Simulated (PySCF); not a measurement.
# Copper: a sound run and one with changed settings

Sound run: Cu⁺ [Ar] 3d10, Cu²⁺ [Ar] 3d9. All numbers are calculated (PySCF 2.14, scalar relativity by spin-free X2C-1e, in aug-cc-pVDZ-DK). The sound run starts from symmetry-adapted Hartree-Fock orbitals and uses a fine grid where one is needed.

A second run was set up differently.

```
species  method  sound run (hartree)  changed run (hartree)  converged
    Cu⁺     UHF          -1652.90651            -1652.90651         no
    Cu⁺  r2SCAN          -1654.43811            -1654.43748         no
    Cu⁺   B3LYP          -1654.52088            -1654.52088         no
   Cu²⁺     UHF          -1652.27526            -1652.27525         no
   Cu²⁺  r2SCAN          -1653.69226            -1653.69405         no
   Cu²⁺   B3LYP          -1653.76795            -1653.76831         no
```

(1) What was changed?
A. basis contracted for another Hamiltonian
B. too few SCF iterations
C. a valence shell is frozen
D. level shift left on

## Answers

(1) B. It used initial guess atom, at most 5 SCF cycles. The SCF was stopped early; the energies are upper bounds that still move, and correlated levels were skipped or rest on poor orbitals.
